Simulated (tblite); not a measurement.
C₅H₉O₂ (SMILES [CH2]C(C)OC(C)=O), doublet, geometry from GFN2-xTB; tblite with GFN1-xTB.

The tblite input:
```
$ tblite run mol.xyz --method gfn1 --charge 0 --spin 1 --json tblite.json --no-restart

# file mol.xyz
16

C     -1.93226118    -0.87877838    -1.08309144
C     -1.16615806    -0.14511909    -0.07081910
C     -1.75632854     1.22564485     0.26526519
O      0.19073755     0.01307569    -0.54660046
C      1.17683098    -0.11673203     0.33964215
C      2.51978152     0.05901122    -0.32114520
O      1.00976696    -0.36191531     1.50618197
H     -1.44871035    -1.62616847    -1.67889592
H     -2.96093549    -0.64248765    -1.26083837
H     -1.08549622    -0.72327435     0.87341570
H     -1.76997595     1.85092644    -0.62406514
H     -2.77012522     1.10472935     0.63505391
H     -1.15615889     1.71025297     1.03154598
H      2.90572232    -0.92450228    -0.58295465
H      2.41993657     0.65210946    -1.22451736
H      3.21051858     0.52497187     0.37549431
```

The log (banner, timings and long lists left out):

```
xTB calculator
 | screened Coulomb repulsion
 | Coulomb electrostatics
 |  * isotropic Klopman-Ohno-Mataga-Nishimoto electrostatics
 |  * onsite third-order electrostatics
 | DFT-D3(BJ) dispersion correction

halogen bonding energy    0.0000000000000E+00 Eh
repulsion energy          2.6308596346215E-01 Eh
dispersion energy        -5.5409983563861E-03 Eh
number of electrons       4.1000000000000E+01 e
integral cutoff           1.9731147476801E+01 bohr

------------------------------------------------------------
  cycle        total energy    energy error   density error
------------------------------------------------------------
      1     -24.41842673970  -2.4675972E+01   6.3328821E-01
      2     -24.76085986952  -3.4243313E-01   3.4034303E-01
      3     -24.76522513234  -4.3652628E-03   1.4341471E-01
      4     -24.76547871667  -2.5358433E-04   1.4483066E-02
      5     -24.76607298256  -5.9426590E-04   3.6256007E-03
      6     -24.76612202590  -4.9043342E-05   1.3393115E-03
      7     -24.76612620594  -4.1800312E-06   9.7523258E-05
      8     -24.76612621782  -1.1883539E-08   3.3066801E-05
      9     -24.76612621877  -9.4768282E-10   9.6429719E-06
------------------------------------------------------------

electronic energy        -2.5023671183873E+01 Eh
total energy             -2.4766126218767E+01 Eh

Post processing:
 | Mayer-Wiberg bond orders

[Info] JSON dump of results written to 'tblite.json'
```
